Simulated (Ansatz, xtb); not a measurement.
**Ranking isomers of CH6OSSi**

7 gas-phase structures of CH6OSSi, found in a search over its isomers (lower ones may exist). Each was relaxed with GFN2-xTB; where two conformers were screened, the lower at r2SCAN-D4/def2-SVP is listed:

A. `[SiH3]OCS`, a singlet
B. `CSO[SiH3]`, a singlet
C. `C[Si@H](O)S`, a singlet
D. a singlet given by its coordinates
E. `CS[SiH2]O`, a singlet
F. `CO[SiH2]S`, a singlet
G. `O[SiH2]CS`, a singlet

D (Å):

```xyz
10

C    -1.5170    0.6803    0.0064
O     1.1992   -0.3860    1.0969
S    -0.4434    2.1434    0.0402
Si    1.3097    1.0187    1.6479
H    -2.2192    0.7922    0.8260
H    -0.9012   -0.2020    0.1553
H    -2.0469    0.6497   -0.9395
H     0.2878    1.8095   -1.0210
H     2.3284    1.9767    1.2397
H     0.5987    1.4900    2.8287
```

Close contacts (Å): C1–S3 1.82, O2–Si4 1.51, S3–Si4 2.63, C1–H5 1.09, C1–H6 1.09, C1–H7 1.08, S3–H8 1.33, Si4–H9 1.46, Si4–H10 1.46.

Q: Estimate their order in r2SCAN-D4/def2-SVP energy at these geometries, lowest first.

A: Calculated order at r2SCAN-D4/def2-SVP: C (0.0), E (16.6), F (26.4), G (31.8), A (49.4), D (59.5), B (63.5) kcal/mol.

Energies above the lowest of each column, in kcal/mol; the last columns are at B3LYP-D3(BJ)/def2-SVP geometries and were run for some of them only (a dash: not run or not comparable):

```json
{"structure": "C", "GFN2-xTB": "2.5", "HF/STO-3G": "0.0", "r2SCAN-D4/def2-SVP": "0.0", "B3LYP-D3(BJ)/def2-SVP": "0.0", "CCSD(T)/def2-SVP + ΔMP2/def2-TZVPP": "0.0"}
{"structure": "E", "GFN2-xTB": "1.5", "HF/STO-3G": "10.2", "r2SCAN-D4/def2-SVP": "16.6", "B3LYP-D3(BJ)/def2-SVP": "14.8", "CCSD(T)/def2-SVP + ΔMP2/def2-TZVPP": "15.4"}
{"structure": "F", "GFN2-xTB": "0.0", "HF/STO-3G": "13.9", "r2SCAN-D4/def2-SVP": "26.4", "B3LYP-D3(BJ)/def2-SVP": "–", "CCSD(T)/def2-SVP + ΔMP2/def2-TZVPP": "–"}
{"structure": "G", "GFN2-xTB": "21.4", "HF/STO-3G": "24.5", "r2SCAN-D4/def2-SVP": "31.8", "B3LYP-D3(BJ)/def2-SVP": "–", "CCSD(T)/def2-SVP + ΔMP2/def2-TZVPP": "–"}
{"structure": "A", "GFN2-xTB": "15.2", "HF/STO-3G": "28.9", "r2SCAN-D4/def2-SVP": "49.4", "B3LYP-D3(BJ)/def2-SVP": "–", "CCSD(T)/def2-SVP + ΔMP2/def2-TZVPP": "–"}
{"structure": "D", "GFN2-xTB": "11.0", "HF/STO-3G": "95.8", "r2SCAN-D4/def2-SVP": "59.5", "B3LYP-D3(BJ)/def2-SVP": "–", "CCSD(T)/def2-SVP + ΔMP2/def2-TZVPP": "–"}
{"structure": "B", "GFN2-xTB": "23.5", "HF/STO-3G": "36.8", "r2SCAN-D4/def2-SVP": "63.5", "B3LYP-D3(BJ)/def2-SVP": "–", "CCSD(T)/def2-SVP + ΔMP2/def2-TZVPP": "–"}
```

CCSD(T)/def2-SVP + ΔMP2/def2-TZVPP puts C lowest of those it was run on; GFN2-xTB picks F. Flexible structures stand in one conformer each, not always the lowest. Frequencies (B3LYP-D3(BJ)/def2-SVP) were run for C, E alone. ΔMP2 is the change of the MP2 energy from the smaller to the larger basis.

Over these structures GFN2-xTB departs from r2SCAN-D4/def2-SVP by 14.5 kcal/mol on average once a common shift is removed. A GFN2-xTB relaxation took about 0.079 s and the r2SCAN-D4/def2-SVP energy about 0.95 s on a shared host (Ansatz 0.2.0, xtb 6.7.1).
